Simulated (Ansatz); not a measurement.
Stepwise reaction of `S[SiH2]Cl` with hydrogen chloride, as a gas-phase model of exchange steps in deposition or etching. ΔE in kJ/mol; ΔG adds harmonic PBE0-D4 terms to CCSD(T)/CBS, at 1 bar.

Computed with Ansatz on PBE0-D4/def2-TZVP structures; ΔE is electronic, products minus reactants. CCSD(T)/CBS adds triple-zeta CCSD(T) − MP2 to the extrapolated MP2 energy (def2 sets, frozen cores). This one scheme is used for every species. DFT in def2-TZVPP. B3LYP here is the variant with VWN-RPA as its local correlation; programs differ in this. One conformer a species, not always the lowest.

| step | reaction | PBE-D4 | B3LYP-D4 | ωB97M-V | CCSD(T)/CBS | ΔG(500 K) |
| --- | --- | --- | --- | --- | --- | --- |
| 2 | `S[SiH](Cl)Cl` + HCl → `S[Si](Cl)(Cl)Cl` + H₂ | -76.5 | -74.2 | -75.5 | -73.1 | -66.0 |

(1) Give the row of step 1, `S[SiH2]Cl` + HCl → `S[SiH](Cl)Cl` + H₂. (Best estimate.)

(2) By hand: ΔE of the 2 steps together at CCSD(T)/CBS.

Results:

(1) Ansatz gave: 
```
step                                 reaction  PBE-D4  B3LYP-D4  ωB97M-V  CCSD(T)/CBS  ΔG(500 K)
   1  `S[SiH2]Cl` + HCl → `S[SiH](Cl)Cl` + H₂   -78.7     -76.8    -78.4        -77.4      -71.2
```

(2) (-77.4) + (-73.1) = -150.5 kJ/mol, or -75.2 kJ/mol a step.

In ΔE the steps differ by no more than 4.3 kJ/mol. All are downhill at CCSD(T)/CBS. ΔG lies between -71.2 and -66.0 kJ/mol a step. PBE-D4 differs from CCSD(T)/CBS by -3.4 to -1.3 kJ/mol a step. Isolated molecules leave out the surface, adducts and barriers. Largest T1 diagnostic: 0.010.
